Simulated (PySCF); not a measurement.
Vertical excitations of a molecule C2H4ClNSi from TDDFT-PBE/def2-SVPD (PySCF), as energy in eV (oscillator strength): 6.48 (0.002), 6.85 (0.008), 6.97 (0.001), 7.00 (0.007), 7.15 (0.022), 7.20 (0.004), 7.22 (0.008), 7.27 (0.005), 7.30 (0.006), 7.36 (0.050). Lowest triplet (TDA): 6.14 eV. Geometry: B3LYP-D3(BJ)/def2-SVP. Other conformers were not sampled.

Task: Which molecule gave these data?
A) Cl[Si@H]1C=NC1
B) C#C[Si@@H](N)Cl
C) N#CC[SiH2]Cl

Result: C, N#CC[SiH2]Cl
